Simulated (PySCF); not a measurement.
Vertical excitations of a molecule C₄H₈OS from TDA-M06-2X/def2-SVPD (PySCF 2.14.0), as energy in eV (oscillator strength): 4.09 (0.003), 5.26 (0.001), 6.11 (0.038), 6.75 (0.006), 7.19 (0.013), 7.29 (0.023), 7.60 (0.034), 7.80 (0.028), 7.98 (0.022), 8.03 (0.087). Lowest triplet (TDA): 3.61 eV. Coordinates come from a B3LYP-D3(BJ)/def2-SVP optimisation. The values are those of a single conformer.

Q: Identify the compound among the candidates.
A. CCC(=O)CS
B. CC(=O)[C@H](C)S
C. CC[C@H]1OCS1
D. CCC(=O)SC

A: B, CC(=O)[C@H](C)S
